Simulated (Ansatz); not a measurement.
Input and output for ClH₂In, SMILES `[Cl][InH2]`.

```yaml
crystal:
  periodic: [false, false, false]
  atoms:
    - {symbol: Cl, position_ang: [-1.722671, 0.647644, -0.945697]}
    - {symbol: In, position_ang: [0.230848, -0.097867, 0.112436]}
    - {symbol: H, position_ang: [0.456784, -1.780125, -0.047692]}
    - {symbol: H, position_ang: [1.090638, 1.170048, 0.860654]}
basis:
  gaussian: {orbitals: def2-TZVPP}
total_charge: 1
magnetization: {spin_polarized: true, initial_magnetization: 1}
hamiltonian: {xc: {name: B3LYP5}}
output: {forces: true}
```

```sh
$ ansatz run in.yaml --threads 4 --pin off --events-out ev --progress --plain --max-ram 10444MiB
```

Output, abridged:

```
Functional definition: B3LYP5
896 factors; their error is unknown
mean field evaluation 1: about -17711.4849 eV, gradient 3.3e1 eV
mean field evaluation 2: about -17609.9622 eV, gradient 1.1e2 eV
mean field evaluation 4: about -17717.1223 eV, gradient 1.3e1 eV
mean field evaluation 8: about -17718.2090 eV, gradient 1.8e-1 eV
mean field evaluation 16: about -17718.2673 eV, gradient 2.4e-3 eV
mean field -17718.26727418 eV, -651.1343124532 hartree, gradient 1.6e-5 eV, S^2 0.760869; 2 other end points of the search recorded, 0 dependent functions left out
reference -17718.26750019 eV, -651.1343207591 hartree; 20, 19 occupied and 100, 101 virtual orbitals, 896 factors
Total energy: -17718.26750019 eV, -651.1343207591 hartree
Atom 0 at    -1.722671     0.647644    -0.945697 Å, force    -0.365208     0.139373    -0.197817 eV/Å
Atom 1 at     0.230848    -0.097867     0.112436 Å, force     0.142757    -0.054480     0.077325 eV/Å
Atom 2 at     0.456784    -1.780125    -0.047692 Å, force     0.056603    -0.296677    -0.018031 eV/Å
Atom 3 at     1.090638     1.170048     0.860654 Å, force     0.165847     0.211785     0.138522 eV/Å
Dipole moment:     0.247635    -0.094504     0.134133 e Å
```

It took 2.5 s on 4 threads of an Arm Neoverse V1 on a shared host, with 0.27 GiB of host memory at the peak.
